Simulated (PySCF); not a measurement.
**NMR data sheet: 1,1,2-trifluoro-2-methylcyclopropane**

* Formula: C4H5F3
* SMILES: C[C@]1(F)CC1(F)F
* InChI: InChI=1S/C4H5F3/c1-3(5)2-4(3,6)7/h2H2,1H3/t3-/m0/s1
* Point group of the computed structure: C1
* Degrees of unsaturation: 1
* Carbon signals: 4
* Proton signals: 3

Atoms are numbered as in `[CH3:1][C@:2]1([F:3])[CH2:4][C:5]1([F:6])[F:7]` (H(Xn): hydrogen on atom n). Ha(C4) is pro-R; Hb(C4) is pro-S.

Theory: couplings computed with B3LYP/pcJ-1 (spin–dipole term only in couplings to heteroatoms), structure optimised with PBE0-D3(BJ)/def2-SVP, GIAO PBE0/pcSseg-1 shieldings, in PySCF 2.14.0 with density-fitted response routines (a single conformation, non-relativistic, gas phase, averaged over atoms made equivalent by symmetry, fast rotation or ring inversion).

Scale: ¹H (σref 31.27), ¹³C (σref 184.41) against TMS; ¹⁹F (σref 177.25) vs CFCl3 (reference shieldings calculated alike).

```tsv
carbon	δC, type	δH (multiplicity, J in Hz)	HMBC from (abs. J ≥ 3 Hz)	span of the C tensor (ppm)
C1	17.1, CH3	1.60 (dt, 18.9, 2.5)	Hb(C4)	34
C2	75.8, C	–	H(C1), Ha(C4)	114
C4	23.5, CH2	Hb(C4) 1.01 (m); Ha(C4) 1.49 (m)	H(C1)	46
C5	112.7, C	–	H(C1), Ha(C4), Hb(C4)	63
```

Other nuclei:
```json
{"atoms": "F7", "nucleus": "¹⁹F", "environment": "fluorine of a CF2 group", "δ (ppm)": "-154.0", "σ (ppm)": "331.2"}
{"atoms": "F6", "nucleus": "¹⁹F", "environment": "fluorine of a CF2 group", "δ (ppm)": "-159.1", "σ (ppm)": "336.4"}
{"atoms": "F3", "nucleus": "¹⁹F", "environment": "fluorine on an sp3 carbon", "δ (ppm)": "-207.5", "σ (ppm)": "384.8"}
```

Selected couplings (Hz, signed; the shortest-range and largest first, 30 at most; isotopes ¹³C, ¹⁹F, ¹H): ¹J(C5,F6) -363.8, ¹J(C5,F7) -359.8, ¹J(C2,F3) -297.0, ¹J(C4,Hb(C4)) 170.0, ¹J(C4,Ha(C4)) 168.5, ¹J(C1,H(C1)) 135.9, ¹J(C1,C2) 52.6, ¹J(C2,C5) 30.6, ¹J(C4,C5) 22.2, ¹J(C2,C4) 12.5, ²J(F6,F7) 137.7, ²J(C1,F3) 20.7, ²J(F3,C4) 11.6, ²J(Hb(C4),Ha(C4)) -9.7, ²J(C2,F7) 9.6, ²J(C4,F7) 9.0, ²J(C4,F6) 8.0, ²J(C2,F6) 7.9, ²J(F3,C5) 7.6, ²J(C1,C5) -1.1, ³J(F3,Ha(C4)) 25.0, ³J(F3,H(C1)) 18.9, ³J(F6,Ha(C4)) 17.0, ³J(F7,Hb(C4)) 15.1, ³J(F3,F7) 10.6, ³J(F3,Hb(C4)) 10.1, ³J(C1,F7) 5.0, ³J(F6,Hb(C4)) 4.3, ³J(F7,Ha(C4)) 3.3, ³J(F3,F6) 1.1.

Carbon types of the structure: 2 × C, 1 × CH2, 1 × CH3, which accounts for all hydrogens. δC 112.7, 75.8, 23.5: three-membered-ring carbon. δC 17.1: methyl carbon; aliphatic region, no heteroatom directly attached. δH 1.60: hydrogen on a methyl carbon. δH 1.49, 1.01: hydrogen on a three-membered-ring carbon; cyclopropane-type protons are shielded by the ring.

Common functionals overestimate the size of one-bond C–F couplings by tens of Hz; these are unscaled. Multiplet labels drop couplings under 1 Hz and merge nearly equal ones. Shifts are as computed. Against solution values, carbons near 30 ppm lie about +2 ppm off and those near 130 ppm about +5 ppm. Of 1211 compounds with measured shifts, 218 miss one by over three times the rms of a fit or turn the order of signals round; such compounds aren't used in these exercises. Unscaled 19F shifts against computed CFCl3 carry errors that often reach 10 to 50 ppm.
